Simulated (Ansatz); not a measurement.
C3H6BNO, SMILES `CB1COC=N1` from Hartree–Fock to CCSD(T)

```csv
atom,x (Å),y (Å),z (Å)
C1,0.167,-1.082,-1.511
B2,0.040,-0.059,-0.345
C3,-0.273,-0.316,1.185
O4,-0.224,1.018,1.745
C5,0.056,1.824,0.724
N6,0.224,1.375,-0.462
H7,-0.223,-2.077,-1.288
H8,1.230,-1.194,-1.761
H9,-0.312,-0.702,-2.417
H10,-1.264,-0.729,1.393
H11,0.459,-0.929,1.718
H12,0.121,2.871,1.019
```

The species carries charge 0 and has multiplicity 1. The geometry is a stationary point of PBE0-D4/def2-TZVP. Frozen core, restricted reference, Ansatz. CBS rows extrapolate triple and quadruple zeta; past MP2 they add the triple-zeta difference.

| basis | HF (Eh) | MP2 corr. | CCSD corr. | (T) | CCSD(T) total |
| --- | --- | --- | --- | --- | --- |
| def2-TZVPP | ? | -1.01472 | ? | -0.04734 | ? |
| def2-QZVPP | -271.23606 | ? | – | – | – |
| CBS(def2) | ? | -1.13656 | -1.16915 | as TZ | ? |

Problem. Fill in the withheld values. (An estimate is asked.)

Solution. The calculation gave: def2-TZVPP HF (Eh): -271.22383; def2-TZVPP CCSD corr.: -1.04731; def2-TZVPP CCSD(T) total: -272.31848; def2-QZVPP MP2 corr.: -1.08471; CBS(def2) HF (Eh): -271.23775; CBS(def2) CCSD(T) total: -272.45424.
